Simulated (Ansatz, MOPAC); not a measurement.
Species: BNH₃ (charge 0, doublet). SMILES: [NH]B
Geometry from a B3LYP-D3(BJ)/def2-TZVP (Ansatz, a quantum-chemistry and plane-wave program) optimisation:
```
B
N 1 1.3287
H 2 0.9996 1 163.55
H 1 1.2007 2 121.70 3 180.00
H 1 1.2080 4 119.29 2 -180.00
```
Charge 0, spin multiplicity 2.

Wanted: vertical electron affinity to the singlet, in eV. Conventions: spin-orbit terms left out; non-relativistic; 6-31G* and kin with 6d, 5d where marked; valence correlation only; PM7 with its own dispersion and hydrogen-bond terms; UHF or UKS for open shells; no dispersion term unless named; each state is the SCF solution reached for its charge and spin; 6-311+G** with 5d. Ab initio and DFT rows: single points at B3LYP-D3(BJ) geometries (Ansatz). Semi-empirical rows: differences of heats of formation at the shared geometry for vertical values. Anions need diffuse functions, which STO-3G, LANL2DZ, def2-SVP, cc-pVDZ and Pople sets without + lack.

```csv
level,program,vertical electron affinity to the singlet (eV)
AM1,MOPAC,0.26
PM3,MOPAC,0.47
PM7,MOPAC,1.00
HF/6-311+G**,Ansatz,-0.31
PBE/6-31G*,Ansatz,0.24
B3LYP/STO-3G,Ansatz,-3.25
B3LYP/3-21G,Ansatz,0.12
B3LYP/6-31G*,Ansatz,0.30
B3LYP/6-311+G**,Ansatz,1.16
MP2/6-311+G**,Ansatz,1.24
PBE/def2-TZVPD,Ansatz,1.11
wB97M-V/def2-TZVPD,Ansatz,1.19
wB97X-V/def2-TZVPD,Ansatz,1.12
```

No value to compare with is used here. The 10 habitual levels span -3.25 (B3LYP/STO-3G) to 1.24 eV (MP2/6-311+G**); wB97M-V/def2-TZVPD gives 1.19.

The levels are drawn from those run, B3LYP/6-31G* more often than the rest, none by its result; left out are runs that failed, that the program found above a lower state of the same kind, or whose <S^2> lies over 0.5 above the pure value.
